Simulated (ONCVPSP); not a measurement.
# carbon (C) ONCV: all-electron and pseudo phase curves

- Element: C (Z = 6)
- Generator: ONCVPSP 4.0.1
- Type: optimised norm-conserving Vanderbilt (ONCV)
- Functional: PBE
- Relativity: scalar-relativistic
- Frozen core: [He]
- Valence charge: 4
- Reference configuration: 2s2 (charge +2)
- Partial waves: 2s: rc 0.90 bohr, ncon 4, nbas 7, qcut 5.8 1/bohr, 2 projectors, debl 1.8 Ha; p scattering state at 0.24 Ha: rc 0.70 bohr, ncon 5, nbas 8, qcut 9.3 1/bohr, 2 projectors, debl 1.8 Ha
- Local potential: polynomial inside 0.70 bohr (lpopt 5, dvloc0 0 Ha)
- Core correction: Teter function, fcfact 1.75, rcfact 1.45

In the p channel the program set the typed energies aside and used 0.050, 1.850 Ha.

The phase is arctan(r·R′/R) of the radial function R(r), unwrapped; energies in Ha, scanned from -3 to 5 Ha. A pole is an energy at which the radial function vanishes at the test radius. The pseudo phase is shifted by a multiple of π to meet the all-electron one at the reference energy, and phase errors are pseudo minus all-electron; the curves can meet again beyond the range given. Levels narrower than the energy grid can be missing from the lists of poles.

```csv
channel,radius (bohr),reference energy (Ha),"poles, all-electron","poles, pseudo",unbroken range about the reference energy with phases within 0.05 rad,phase error 1 Ha above the reference energy (rad)
s,0.91,-1.48,none,none,the whole range,-0.000
p,0.71,0.05,none,none,the whole range,-0.000
```

Phases in the p channel:

```tsv
E (Ha)	all-electron	pseudo
-2.98	0.145	0.145
-2.54	0.010	0.010
-2.10	-0.132	-0.132
-1.66	-0.277	-0.277
-1.22	-0.417	-0.417
-0.78	-0.550	-0.550
-0.34	-0.671	-0.671
0.10	-0.779	-0.779
0.54	-0.875	-0.875
0.98	-0.958	-0.958
1.42	-1.031	-1.031
1.86	-1.094	-1.094
2.30	-1.150	-1.150
2.74	-1.199	-1.199
3.18	-1.243	-1.243
3.62	-1.281	-1.281
4.06	-1.316	-1.316
4.50	-1.348	-1.348
4.94	-1.377	-1.377
```
